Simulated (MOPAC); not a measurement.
Job for MOPAC: PM7 on F2Zn (SMILES [F][Zn][F]), a point of a bond scan (R = 1.741 Å).

```
PM7 1SCF PRECISE CHARGE=0 THREADS=1
F2Zn

Zn     0.00000000 1     0.00000000 1     0.00000000 1
F      0.00000000 1     0.00000000 1     1.74055043 1
F     -0.00000000 1    -0.00000000 1    -1.74055043 1
```

Output:

```
*******************************************************************************
 **                                                                           **
 **                              MOPAC v23.2.5                                **
 **                                                                           **
 *******************************************************************************
 ** MOPAC's Digital Object Identifier: https://doi.org/10.5281/zenodo.6511958 **
 **                                                                           **
 ** Please cite the open-source release paper for use of this MOPAC version:  **
 ** J. E. Moussa and J. J. P. Stewart (2026)                                  **
 ** MOPAC: An open-source semiempirical molecular orbital program             **
 ** J. Open Source Softw., 11(119), 8025, https://doi.org/10.21105/joss.08025 **
 *******************************************************************************

                              PM7 CALCULATION RESULTS

 *******************************************************************************
 *  PM7        - The PM7 Hamiltonian to be used
 *
 *
 *
 *                 CHARGE ON SYSTEM = 0
 *
 *
 *
 *  PRECISE    - TIGHTER CRITERIA TO BE USED
 *  1SCF       - DO 1 SCF AND THEN STOP
 *  THREADS=1  - MULTI-THREADING NOT USED
 *  T=         - A TIME OF 172800.0 SECONDS REQUESTED
 *  DUMP=N     - RESTART FILE WRITTEN EVERY 7200.0 SECONDS REQUESTED
 *******************************************************************************
PM7 1SCF PRECISE CHARGE=0 THREADS=1
 F2Zn

   ATOM   CHEMICAL          X               Y               Z
  NUMBER   SYMBOL      (ANGSTROMS)     (ANGSTROMS)     (ANGSTROMS)

     1      Zn          0.00000000  *   0.00000000  *   0.00000000  *
     2       F          0.00000000  *   0.00000000  *   1.74055043  *
     3       F         -0.00000000  *  -0.00000000  *  -1.74055043  *



          CARTESIAN COORDINATES

    NO.       ATOM           X           Y           Z

     1        Zn          0.0000      0.0000      0.0000
     2         F          0.0000      0.0000      1.7406
     3         F         -0.0000     -0.0000     -1.7406

 General Reference for PM7:
 "Optimization of Parameters for Semiempirical Methods VI: More Modifications to the
 NDDO Approximations and Re-optimization of Parameters", J. J. P. Stewart, J. Mol. Mod., 1:32, 19 (2013)
 https://link.springer.com/article/10.1007/s00894-012-1667-x

           Empirical Formula: Zn F2  =     3 atoms



      MOLECULAR POINT GROUP   :   D*h


      RHF CALCULATION, NO. OF DOUBLY OCCUPIED LEVELS = 8


 -------------------------------------------------------------------------------
 PM7 1SCF PRECISE CHARGE=0 THREADS=1
 F2Zn



     1SCF WAS SPECIFIED, SO BFGS WAS NOT USED
     SCF FIELD WAS ACHIEVED


                              PM7 CALCULATION
                                                       MOPAC v23.2.5 Linux




          FINAL HEAT OF FORMATION =        -69.13464 KCAL/MOL =    -289.25933 KJ/MOL


          COSMO AREA              =         73.21 SQUARE ANGSTROMS
          COSMO VOLUME            =         50.20 CUBIC ANGSTROMS

          IONIZATION POTENTIAL    =         13.368341 EV
          HOMO LUMO ENERGIES (EV) =        -13.368 -0.039
          NO. OF FILLED LEVELS    =          8
          MOLECULAR WEIGHT        =        103.3768         POINT GROUP:  D*h

          MOLECULAR DIMENSIONS (Angstroms)

            Atom       Atom       Distance
            F     3    F     2     3.48110
            F     3    F     2     0.00000
           Zn     1    F     2     0.00000


          SCF CALCULATIONS        =          1





   ATOM   CHEMICAL          X               Y               Z
  NUMBER   SYMBOL      (ANGSTROMS)     (ANGSTROMS)     (ANGSTROMS)

     1      Zn          0.00000000  *   0.00000000  *   0.00000000  *
     2       F          0.00000000  *   0.00000000  *   1.74055043  *
     3       F         -0.00000000  *  -0.00000000  *  -1.74055043  *

                             CARTESIAN COORDINATES

   1   Zn        0.000000000     0.000000000     0.000000000
   2    F        0.000000000     0.000000000     1.740550430
   3    F       -0.000000000    -0.000000000    -1.740550430


           Empirical Formula: Zn F2  =     3 atoms



      MOLECULAR POINT GROUP   :   D*h


                  EIGENVALUES
 -37.49081 -37.46768 -14.10581 -14.10581 -14.00109 -13.90088 -13.90088 -13.36834
  -0.03937   2.80930   2.80930   4.73623


              NET ATOMIC CHARGES AND DIPOLE CONTRIBUTIONS

  ATOM NO.   TYPE          CHARGE      No. of ELECS.   s-Pop       p-Pop
    1         Zn           0.930277        1.0697     0.63385     0.43587
    2          F          -0.465138        7.4651     1.95610     5.50904
    3          F          -0.465138        7.4651     1.95610     5.50904
 DIPOLE           X         Y         Z       TOTAL
 POINT-CHG.     0.000     0.000    -0.000     0.000
 HYBRID         0.000     0.000     0.000     0.000
 SUM            0.000     0.000    -0.000     0.000


          ATOMIC ORBITAL ELECTRON POPULATIONS

     Atom    s        px        py        pz
    1 Zn   0.63385   0.03160   0.03160   0.37267
    2  F   1.95610   1.98420   1.98420   1.54064
    3  F   1.95610   1.98420   1.98420   1.54064

 **********************
 *                    *
 * JOB ENDED NORMALLY *
 *                    *
 **********************




 == MOPAC DONE ==
```

The run finished.

Cost: about 0.03 core-seconds (a rough figure).
